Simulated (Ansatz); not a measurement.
Equilibrium of C3H7Cl + SiH3I ⇌ C3H10Si + ICl at process temperatures

Species: C3H7Cl (2-chloropropane) `CC(C)Cl`, singlet; SiH3I `[SiH3]I`, singlet; C3H10Si `CC(C)[SiH3]`, singlet; ICl (iodine monochloride), singlet. The partners trade Cl for SiH3: C–Cl and I–SiH3 bonds give way to C–SiH3 and I–Cl.

The electronic reaction energy at CCSD(T)/def2-TZVPP is +128.8 kJ/mol. Shapes: PBE0-D4/def2-TZVP. Programs: Ansatz 0.2.0. Enthalpy and entropy come from rigid-rotor, harmonic-oscillator sums on unscaled PBE0-D4/def2-TZVP wavenumbers, ideal gases at 1 bar. Symmetry numbers: C3H7Cl 1, SiH3I 3, C3H10Si 1, ICl 1. R = 8.3145 J/(mol K).

| T (K) | ΔH (kJ/mol) | ΔS (J/(mol K)) |
| --- | --- | --- |
| 800 | +129.8 | +5.1 |
| 1100 | +131.3 | +6.7 |
| 1400 | ? | ? |

Q: Work out ln K at 800 and 1100 K, and from these estimate it at 1400 K.

A: 
1. 800 K: ΔG = +129.8 − 800 × (+5.1)/1000 = +125.7 kJ/mol; ln K = −ΔG/RT = -18.90.
2. 1100 K: ΔG = +131.3 − 1100 × (+6.7)/1000 = +123.9 kJ/mol; ln K = −ΔG/RT = -13.55.
3. Slope against 1000/T: (-13.55 − (-18.90))/(0.9091 − 1.2500) = -15.69, that is −ΔH/R with ΔH near +130 kJ/mol.
4. 1400 K: ln K = -18.90 + (-15.69) × (0.7143 − 1.2500) = -10.49.

The full sums give ΔH = +132.8 kJ/mol, ΔS = +7.9 J/(mol K), ΔG = +121.7 kJ/mol and ln K = -10.46 at 1400 K, so the line is off by -0.03 in ln K; without rounding the miss is -0.04, from the change of ΔH with temperature. The reactants are favoured over this whole range. An error of 10 kJ/mol in the energy moves ln K by 0.9 at 1400 K. Soft modes are treated as harmonic, which can err either way at these temperatures; the lowest are those of C3H7Cl (240 cm⁻¹), C3H10Si (139 cm⁻¹). For atoms past krypton def2 sets carry core potentials with scalar relativity. Outer-core shells of I are correlated, in sets that cover them unevenly.
